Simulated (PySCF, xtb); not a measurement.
CdI, SMILES [Cd][I] (connectivity only; charge and spin as stated), neutral, multiplicity 2.

Harmonic wavenumbers (cm⁻¹) from GFN2-xTB (xtb) at its own minimum, in rising order: 150.

### Question
What does PBE-D3(BJ)/def2-TZVP (PySCF) give at its own minimum? (The exact figures need the calculation; the answer reports its results.)

### Answer
155. Paired by order, the mean absolute difference is 5 cm⁻¹ and the zero-point energies are 0.2 and 0.2 kcal/mol.
